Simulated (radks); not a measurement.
The numbers below are computed, except where a source is named.
The boron ion B+ inside a hard spherical wall (all orbitals vanish at R), configuration held at [He] 2s2 and not refilled when levels cross. Code: a radial shooting solver on a logarithmic mesh with Libxc functionals. Model: non-relativistic Kohn-Sham, PBEsol, spin-polarised, spherical densities, point nucleus. Eigenvalues in eV for spin up, with the zero of energy where the potential of the charges vanishes at infinity; a dash marks a level that is unbound or too diffuse for the functional's potential to be trusted. A positive occupied level is held by the wall or, in an anion where self-interaction has pushed it up, behind a barrier. The pressure on the wall is -dE/dV.

R (bohr),E (hartree),kinetic (hartree),e(1s),e(2s),"e(2p, empty)","e(3s, empty)",pressure (GPa)
free,-24.16300,24.068,-192.48,-19.373,-13.249,-,0
20,-24.16300,24.068,-192.48,-19.373,-13.249,-,< 0.0001
15,-24.16300,24.068,-192.48,-19.373,-13.249,-,< 0.0001
12,-24.16300,24.068,-192.48,-19.373,-13.249,-,< 0.0001
8,-24.16299,24.068,-192.48,-19.372,-13.247,-3.479,0.000965
5,-24.15693,24.120,-192.12,-19.120,-12.896,3.581,1.11
4,-24.12212,24.329,-190.89,-18.120,-11.696,14.231,11.2
3,-23.90530,25.222,-186.61,-13.518,-6.962,44.296,123
2.5,-23.51163,26.474,-181.81,-6.412,-0.550,80.005,460
1.5,-19.09086,36.702,-156.78,62.893,48.873,330.82,12300
